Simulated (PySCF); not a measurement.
## Magnetisability: `C#C[Si@H]([GeH3])O[SiH3]`, C$_{2}$H$_{8}$GeOSi$_{2}$

Cartesian coordinates in Å; atom numbers follow the order of the lines, from 1:
```xyz
14

C    -1.791    2.539    0.605
C    -1.118    1.741    0.006
Si   -0.142    0.446   -0.894
Ge   -1.301   -1.579   -0.757
O     1.325    0.328   -0.213
Si    2.344   -0.209    0.927
H    -2.370    3.247    1.125
H     0.147    0.895   -2.257
H    -0.498   -2.841   -0.905
H    -2.356   -1.727   -1.816
H    -2.069   -1.814    0.513
H     3.634    0.322    0.499
H     1.892    0.325    2.209
H     2.302   -1.673    0.913
```

Computed, not measured: GIAO B97-2/pcSseg-1 magnetisability, rotational g tensor and spin-rotation constants, non-relativistic, gas phase (PySCF 2.14.0). Geometry: GFN2-xTB.

The calculation is non-relativistic, which matters for the atoms heavier than Zn.

Problem. How diamagnetic is it, and how anisotropic?

Solution. Isotropic -1380 × 10⁻³⁰ J/T², or -83.1 × 10⁻⁶ cm³/mol; principal values -1489, -1341, -1310 × 10⁻³⁰ J/T², anisotropy 166 × 10⁻³⁰ J/T² (root of half the summed squared differences of the principal values). The susceptibility is in cgs units.

Problem. Split it along the inertial axes a, b, c into diamagnetic and paramagnetic parts about the centre of mass, with the quadrupole moment.

Solution. 
| axis | χ (10⁻⁶ cm³/mol) | diamagnetic (10⁻⁶ cm³/mol) | paramagnetic (10⁻⁶ cm³/mol) | summed x² of all electrons (Å²) | quadrupole Θ (D Å) |
| --- | --- | --- | --- | --- | --- |
| a | -84.3 | -904.0 | 819.7 | 253.7 | -3.80 |
| b | -84.6 | -1251.3 | 1166.7 | 171.9 | +6.30 |
| c | -80.4 | -1805.7 | 1725.3 | 41.2 | -2.50 |

Anisotropies 2χaa − χbb − χcc = -3.6 and 2χbb − χaa − χcc = -4.4 × 10⁻⁶ cm³/mol. Θ is traceless in Buckingham's convention.

Problem. And the rotational g tensor?

Solution. 
```
axis  rotational constant (GHz)        g  nuclear part  electronic part
   a                     1.5071  -0.0179        0.5625          -0.5804
   b                     0.9951  -0.0145        0.5310          -0.5454
   c                     0.6680  -0.0094        0.5321          -0.5414
```
Asymmetric top; isotopes 12C, 74Ge, 1H, 16O, 28Si; no vibrational averaging.
